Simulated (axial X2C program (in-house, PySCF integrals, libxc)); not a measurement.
## ZrSi: from the spin-free to the two-component result

All values were computed with an axial X2C code built on PySCF integrals. Spin-free means the one-electron spin-free X2C Hamiltonian; two-component (2c) means X2C with spin–orbit coupling and atomic mean-field two-electron Coulomb and Gaunt terms, so the difference of the two also holds small scalar two-electron terms. Basis: Zr dyall-cv3z [11s12p9d6f3g], Si dyall-v3z [8s7p2d1f] (cores contracted in-house); Gaussian nuclei, density fitting, unrestricted open shells. Masses: Zr 89.905 u, Si 27.977 u.

Spin-free state: M_S = 2, Λ = 2 (beyond evenly filled blocks: σα, π+α, π-α, δ+α); fragments Zr + Si.

```
level  Re (Å)  ωe (cm⁻¹)  De (eV)  μ (D)
 PBE0   2.518      369.6    2.881  -3.97
```

Dipoles are positive if Si is the positive end.

Two-component determinant lowest at the distance of the search:

Ω = 4 (⟨Sz⟩ = 2.00, ⟨Lz⟩ = 2.00 at PBE0); fragments Zr + Si.

| level | Re (Å) | ωe (cm⁻¹) | μ (D) |
| --- | --- | --- | --- |
| PBE0 | 2.517 | 369.8 | -3.96 |

(1) From the two tables, how do the constants change at the PBE0 level (2c against spin-free)?

The state is a single determinant with fixed occupations, the lowest that a limited PBE0 search found. De is counted from the lowest determinant-based energies of the atoms at the same level, without counterpoise correction. De is not given where an atomic determinant may have missed its ground term or J level, or where the truncated virtual space spoils (T). Density functionals use the spin component along the axis (collinear). Other states lie close and PBE0, whose exact exchange favours high spin, may order them wrongly; the determinant shown need not be the ground state. The nearest other spin-free determinant of the search, M_S = 1, Λ = 1, lies 0.37 eV up at the distance of the search. The functionals have no current-density term, which raises determinants with orbital currents, atoms included. With several unpaired electrons one determinant need not be a pure state. Open-shell Ω = 0 determinants with evenly filled partner blocks cannot be reached by this program, so the Ω shown need not be the lowest component.

Results:

(1) At the PBE0 level Re drops by 0.001 Å and ωe stays the same within 0.2 cm⁻¹.
